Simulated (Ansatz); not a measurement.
Cost and result up the ladder for Al2Te2 (4 atoms). The state is a singlet with charge 0. Geometry: B3LYP-D4/def2-SVP.

Cartesian coordinates in Å:
```
Al -0.112 2.039 -0.756
Al 1.147 -1.839 -0.211
Te 0.351 0.329 1.501
Te -1.386 -0.528 -0.534
```

Ansatz on 4 threads of Arm Neoverse V1 on a shared host. Times are rough, and most runs start from the orbitals of an earlier one. PBE0-D4/def2-TZVP serves as the yardstick here, not as an exact answer. Binding counts from free atoms at the same level (Al doublet, Te triplet; other spins of the atoms weren't run), without zero-point energy or a counterpoise term.

In the def2 sets Te takes a core potential; there is no spin–orbit coupling. B3LYP takes the VWN-RPA correlation. Correlated methods freeze 18 core orbitals; core or outer-core shells of Te are correlated, in sets that lack core-valence functions. Another isomer (singlet) lies 0.66 eV lower at PBE0-D4/def2-TZVP; other spin states weren't run for this one.

Correlated methods converge slowly with the basis.

```tsv
level	functions	binding energy per atom (eV)	difference from PBE0-D4/def2-TZVP (eV)
PBE0-D4/def2-TZVP	174	2.27	0.00
CCSD(T)/def2-TZVPP	184	2.12	-0.15
B3LYP-D4/def2-TZVP	174	2.19	-0.08
r2SCAN-D4/def2-TZVP	174	2.23	-0.04
PBE-D4/def2-TZVP (with forces)	174	2.37	0.11
LDA (SPW92)/def2-TZVP	174	2.72	0.45
```

Task: Estimate how long each takes.

Result: LDA (SPW92)/def2-TZVP 1 s; PBE-D4/def2-TZVP (with forces) 1.9 s; B3LYP-D4/def2-TZVP 2.6 s; PBE0-D4/def2-TZVP 2.7 s; r2SCAN-D4/def2-TZVP 3.7 s; CCSD(T)/def2-TZVPP 66 s. On shared hardware such times vary by a factor of up to 3.
